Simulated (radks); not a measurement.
The numbers below are computed, except where a source is named.
Question: Coherent X-ray form factor from a spherical all-electron density. Code: a radial shooting solver on a logarithmic mesh with Libxc functionals. Model: scalar-relativistic Kohn-Sham, PBEsol, spin-polarised, spherical densities, finite nucleus; Fermi nuclear charge, rms radius of each element as measured or else 0.836 A^(1/3) + 0.57 fm.

sin(theta)/lambda (1/angstrom)  f0 (electrons)
0.05                                    50.419
0.1                                     48.795
0.15                                    46.425
0.2                                     43.673
0.25                                    40.845
0.3                                     38.138
0.4                                     33.356
0.5                                     29.369
0.6                                     26.026
0.8                                     21.051
1                                       17.886
1.25                                    15.153
1.5                                     12.806
2                                        8.854

The species is in the configuration that NIST lists as its ground one. Which atom or ion scatters so?

Answer: The caesium ion Cs4+, [Kr] 4d10 5s2 5p3. Extrapolating in s^2 from the first two rows gives f0(0) = 51.0, near the electron count 51; among species with that count, the fall with angle is slower the higher Z, and the table is that of Z = 55; from so few rows the species is fixed only to a neighbour or two.
